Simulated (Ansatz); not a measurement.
Relaxation of CH$_{7}$BSSi$_{2}$ (12 atoms, charge 0, multiplicity 1), to a largest force component of 0.02 eV/Å in at most 50 steps.

Theory: Ansatz, RKS B3LYP/def2-SVP.

```xyz
12
Properties=species:S:1:pos:R:3
Si -1.681 -0.608 -0.081
B 0.044 0.241 -0.150
Si 1.451 -0.655 0.783
C 0.440 1.591 -0.922
S -0.642 2.295 -1.657
H -2.674 0.400 0.515
H -2.136 -0.875 -1.459
H -1.648 -1.781 0.698
H 1.146 -0.731 2.266
H 2.736 0.102 0.660
H 1.643 -2.009 0.267
H -1.277 3.253 -2.421
```

Q: Where does it end, and by what steps?

A: It converged. The force dipped under the threshold on the way, but the program's further checks kept it going. After 38 steps the energy has fallen by 5.981 eV; H6 moved furthest, 1.30 Å. The start is strongly strained (largest force component 9 eV/Å).

```json
{"step": "0", "energy less start (eV)": "0.0000", "largest force component (eV/Å)": "9.075", "accepted": "yes"}
{"step": "2", "energy less start (eV)": "-3.7047", "largest force component (eV/Å)": "2.633", "accepted": "yes"}
{"step": "4", "energy less start (eV)": "-5.1670", "largest force component (eV/Å)": "1.970", "accepted": "yes"}
{"step": "6", "energy less start (eV)": "-5.6366", "largest force component (eV/Å)": "2.033", "accepted": "yes"}
{"step": "8", "energy less start (eV)": "-5.7474", "largest force component (eV/Å)": "0.533", "accepted": "yes"}
{"step": "10", "energy less start (eV)": "-5.8664", "largest force component (eV/Å)": "0.454", "accepted": "yes"}
{"step": "12", "energy less start (eV)": "-5.9172", "largest force component (eV/Å)": "0.769", "accepted": "yes"}
{"step": "14", "energy less start (eV)": "-5.8917", "largest force component (eV/Å)": "0.387", "accepted": "no"}
{"step": "16", "energy less start (eV)": "-5.9505", "largest force component (eV/Å)": "0.041", "accepted": "yes"}
{"step": "18", "energy less start (eV)": "-5.9529", "largest force component (eV/Å)": "0.068", "accepted": "yes"}
{"step": "20", "energy less start (eV)": "-5.9542", "largest force component (eV/Å)": "0.114", "accepted": "yes"}
{"step": "22", "energy less start (eV)": "-5.9553", "largest force component (eV/Å)": "0.036", "accepted": "yes"}
{"step": "24", "energy less start (eV)": "-5.9568", "largest force component (eV/Å)": "0.072", "accepted": "yes"}
{"step": "26", "energy less start (eV)": "-5.9603", "largest force component (eV/Å)": "0.197", "accepted": "yes"}
{"step": "28", "energy less start (eV)": "-5.9677", "largest force component (eV/Å)": "0.059", "accepted": "yes"}
{"step": "30", "energy less start (eV)": "-5.9729", "largest force component (eV/Å)": "0.077", "accepted": "yes"}
{"step": "32", "energy less start (eV)": "-5.9772", "largest force component (eV/Å)": "0.063", "accepted": "yes"}
{"step": "34", "energy less start (eV)": "-5.9795", "largest force component (eV/Å)": "0.068", "accepted": "yes"}
{"step": "36", "energy less start (eV)": "-5.9807", "largest force component (eV/Å)": "0.048", "accepted": "yes"}
{"step": "38", "energy less start (eV)": "-5.9811", "largest force component (eV/Å)": "0.019", "accepted": "yes"}
```

```xyz
12
Properties=species:S:1:pos:R:3
Si -1.966 -0.794 -0.008
B -0.190 0.131 -0.272
Si 1.441 -0.300 0.838
C -0.081 1.113 -1.246
S 0.101 2.136 -2.500
H -2.470 -0.551 1.379
H -3.007 -0.319 -0.969
H -1.807 -2.271 -0.187
H 1.152 -0.086 2.289
H 2.620 0.541 0.471
H 1.820 -1.735 0.653
H -0.212 3.357 -1.947
```

Whether the end is a true minimum wasn't checked by a vibrational analysis.

The run took 3 min on 2 threads of Arm Neoverse V1 (shared host), peak memory 0.29 GiB.
